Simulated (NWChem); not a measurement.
Species: CH6F2N2Si; SMILES CN[Si](N)(F)F

```xyz
12

C      0.0130    -2.3990    -0.1183
N     -0.6751    -1.1173    -0.2480
Si     0.0025     0.4203    -0.0080
N     -1.2399     1.5211     0.3724
F      1.1639     0.2168     1.0903
F      0.7772     1.0836    -1.2551
H      0.3438    -2.8050    -1.0847
H      0.8949    -2.2651     0.5130
H     -0.6326    -3.1436     0.3640
H     -1.5442    -1.1606    -0.7660
H     -1.8712     1.3369     1.1408
H     -1.1157     2.5123     0.2114
```
Atoms are numbered in this order, from 1.

Results from NWChem. Pople sets run with spherical d functions. All runs use the structure optimised with B3LYP/6-31G* (spherical d). B3LYP is NWChem's, with the RPA form of VWN correlation. Level: B3LYP/6-31G* with SMD (1 M gas to 1 M solution), gas-phase geometry. Reactions with the solvent are ignored.

For solvent toluene:

- cavity-dispersion-structure term (kcal/mol): 0.8
- dipole in solution (D): 2.81

**Question.** Estimate the same quantities for solvent water.

**Answer.** 
- cavity-dispersion-structure term (kcal/mol) = 4.5
- dipole in solution (D) = 3.07
